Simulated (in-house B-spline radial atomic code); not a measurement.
A fraction x of an electron is removed from 3p in S⁺, starting from [Ne] 3s2 3p3 and keeping the highest spin. Method: non-relativistic TPSSh, spin-polarised, spherical fractional occupations, point nucleus. Calculated with a radial B-spline atomic code at the basis-set limit.

Caution: exact exchange at fractional occupations of open shells leaves self-interaction of up to several eV.

| x | E(x) - E(0) (eV) | 3p up level (eV) |
| --- | --- | --- |
| 0 | 0.0000 | -18.728 |
| 0.11 | 2.1219 | -19.854 |
| 0.17 | 3.3318 | -20.474 |
| 0.25 | 5.0029 | -21.306 |
| 0.42 | 8.7766 | -23.095 |
| 0.5 | 10.6582 | -23.946 |
| 0.52 | 11.1392 | -24.160 |
| 0.71 | 15.9237 | -26.209 |
| 0.8 | 18.3266 | -27.190 |
| 0.91 | 21.3840 | -28.399 |
| 1 | 23.9847 | -29.396 |

The exact functional would give a straight line between the two integer points. Deviations E(x) - E(0) - x[E(1) - E(0)], in eV: -0.516 at x = 0.11, -0.746 at x = 0.17, -0.993 at x = 0.25, -1.297 at x = 0.42, -1.334 at x = 0.5, -1.333 at x = 0.52, -1.105 at x = 0.71, -0.861 at x = 0.8, -0.442 at x = 0.91.

The curve lies below the straight line by up to 1.334 eV (at x = 0.5): convex, the delocalisation error, to which spherically averaged exact exchange adds.

Problem. How well does Slater's transition state (minus the level at half occupation) give the ionisation energy?

Solution. It gives 23.946 eV against 23.985 eV from the two total energies; NIST lists 23.34 eV, ground level to ground level. The end point has an open shell averaged over its orbitals, so its exact exchange keeps a self-interaction and this is no true integer point.
